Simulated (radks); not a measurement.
Values are calculated unless marked as measured or tabulated.
Task: Ionisation of N+, [He] 2s2 2p2, to N2+, [He] 2s2 2p1, under several functionals. Dirac Kohn-Sham, spin-unpolarised, spherical densities, finite nucleus; open shells are shared between the two j in proportion to 2j + 1; a radial shooting solver on a logarithmic mesh with Libxc functionals. Known Delta-SCF values: PBEsol 28.737 eV; XLYP 28.926 eV; B86b exchange with PBE correlation 28.908 eV. What does LDA (Slater exchange, Perdew-Wang correlation) give, and what is its highest occupied eigenvalue?

Result: 28.972 eV by Delta-SCF; the 2p3/2 eigenvalue is -20.809 eV. NIST: 29.601 eV (semi-empirical).

Beside tabulated values, note that spin-unpolarised runs miss the spin-polarisation part of the exchange energy of open shells.
